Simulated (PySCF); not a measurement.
# One molecule, several mistakes: AlH3O2Si

These are calculations, not measurements. The program is PySCF 2.14.0, an open-source quantum chemistry code, run on an isolated molecule that a program drew, which may never have been made. The molecule is AlH3O2Si (charge 0, singlet), drawn as the SMILES string `O[SiH2][O][Al]`.

Each row is a Hartree-Fock (HF) and frozen-core CCSD(T) single point in the cc-pV(D+d)Z basis, meant for a local HF minimum. Run 1 is clean. Each other run has one planted mistake out of seven kinds, and not every kind appears here: one electron removed, one electron added, multiplicity raised by two, geometry at a saddle point, minimal basis STO-3G, one bond length entered in bohr, all coordinates scaled. The reference is restricted for singlets and unrestricted otherwise, and also for a bond in bohr. Adding or removing an electron swaps singlet and doublet. Electrons count all cores. HOMO and LUMO are orbital energies over both spins, the gradient is its largest component, and the lowest frequency (negative if imaginary) is given only where the gradient is small. Bond lengths are over the 6 bonds as drawn. T1 is the CCSD diagnostic: over 0.02 (restricted) or 0.045 (unrestricted) a single reference is doubtful.

Geometry of the clean run:
```xyz
7
AlH3O2Si, angstrom
O     0.1264    0.4973    2.6325
Si   -0.5932    0.2745    1.1675
O     0.0612   -1.0516    0.5007
Al    0.9032   -2.4601    0.0393
H    -0.1237    1.2413    3.1586
H    -2.0504    0.0941    1.3405
H    -0.3586    1.4520    0.3045
```

| run | electrons | basis functions | <S^2> | HOMO (eV) | LUMO (eV) | gradient (hartree/bohr) | lowest frequency (cm^-1) | mean bond (Å) | longest bond (Å) | T1 | HF (hartree) | CCSD(T) (hartree) | mistake |
|---|---|---|---|---|---|---|---|---|---|---|---|---|---|
| 1 | 46 | 89 | 0.000 | -8.68 | 1.63 | 2.0e-05 | 65 | 1.4793 | 1.705 | 0.0143 | -682.48436 | -683.04079 | no fault |
| 2 | 45 | 89 | 0.752 | -15.57 | -7.38 | 7.1e-02 | - | 1.4793 | 1.705 | 0.0183 | -682.19073 | -682.71341 | one electron removed |
| 3 | 46 | 31 | 0.000 | -4.73 | 10.63 | 4.4e-02 | - | 1.4793 | 1.705 | 0.0167 | -674.08286 | -674.25358 | minimal basis STO-3G |
| 4 | 46 | 89 | 2.002 | -6.11 | -0.25 | 5.8e-03 | - | 1.4793 | 1.705 | 0.0147 | -682.39795 | -682.92154 | multiplicity raised by two |
| 5 | 47 | 89 | 0.775 | 0.77 | 6.71 | 5.5e-02 | - | 1.4793 | 1.705 | 0.0165 | -682.43983 | -683.00294 | one electron added |
| 6 | 46 | 89 | 0.000 | -8.92 | 1.49 | 4.5e-02 | - | 1.5755 | 1.815 | 0.0166 | -682.45633 | -683.02426 | ? |

**Which mistake was planted in run 6, and what did it cost?**

The mean and the longest bond both change by the same factor, 1.065, and the gradient is no longer small. So the mistake is: all coordinates scaled. Subtracting run 1 and multiplying by 627.51 kcal/mol a hartree, the energy moved by 17.6 kcal/mol in HF and 10.4 kcal/mol in CCSD(T).

Cautions from the logs. Run 5: the HOMO is above zero, so the electron isn't bound and the energy depends on the basis.
